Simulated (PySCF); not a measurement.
**CsRb: mean field, correlation and small terms against distance**

State: ¹Σ⁺, singlet, closed shell. RHF-based CCSD(T) in PySCF 2.14 with Cs cc-pwCVDZ-X2C, Rb cc-pwCVDZ-X2C and Cs cc-pwCVTZ-X2C, Rb cc-pwCVTZ-X2C (frozen core orbitals: 37; spin-free X2C with a Gaussian nucleus). Correlation energies are extrapolated as n⁻³ (n = 2, 3), Hartree–Fock as (n+1)·exp(−9√n). All energies in eV from Cs + Rb.

```
 R (Å)  HF/CBS  CCSD corr.      (T)   total
3.9962   0.315      -0.636  -0.1026  -0.424
4.1778   0.242      -0.605  -0.0976  -0.461
4.3595   0.193      -0.575  -0.0933  -0.476
4.5411   0.163      -0.546  -0.0901  -0.473
4.7228   0.151      -0.520  -0.0879  -0.456
4.9498   0.155      -0.490  -0.0870  -0.422
5.1769   0.176      -0.465  -0.0882  -0.378
```

A fit to the total gives Re = 4.4162 Å, De = 0.477 eV, ωe = 51.0 cm⁻¹, Be = 0.01668 cm⁻¹ (masses 132.9054 and 84.9118 u).

**Question.** At R = 4.3595 Å the CCSD correlation energy is -0.237607 hartree in the smaller basis and -0.383945 in the larger. Extrapolate it.

**Answer.** (3³·E3 − 2³·E2)/(3³ − 2³) = -0.44556 hartree; the larger basis holds 86.2 % of it.

The T1 diagnostic is 0.017. The open-shell atoms are computed with UHF. Spin–orbit coupling, excitations beyond (T) and corrections to the Born–Oppenheimer picture are left out.
